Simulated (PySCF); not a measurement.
## Radial density of As (arsenic, neutral)

BHandHLYP, [Ar] 3d10 4s2 4p2 4d1, one real determinant (an excited configuration). Computed with PySCF 2.14 in dyall-av3z, with the spin-free X2C one-electron Hamiltonian (Gaussian nucleus).

```tsv
r (bohr)	4πr²ρ (e/bohr)	4πr²(ρα − ρβ)
0.000798	0.3158	0.0000
0.00134	0.7887	0.0000
0.00226	1.929	0.0000
0.00380	4.549	0.0000
0.00639	10.07	-0.0001
0.0107	20.01	0.0000
0.0181	33.09	0.0011
0.0304	40.76	0.0070
0.0511	35.31	0.0277
0.0860	35.89	0.0634
0.145	47.73	0.0435
0.243	29.65	-0.0017
0.409	28.65	0.1594
0.688	22.93	0.0069
1.16	5.512	0.3694
1.95	2.402	1.0769
3.28	0.7286	0.5538
5.51	0.2441	0.2418
9.27	0.004803	0.0048
```

Densities and radii are taken from the X2C orbitals without a picture-change correction, which distorts them close to the nucleus.

⟨L²⟩ = 7.99 against 12 for a pure F term, so this real determinant mixes terms. The outer electron is Rydberg-like, and this basis confines it to a smaller radius and binds it less than a complete one would.
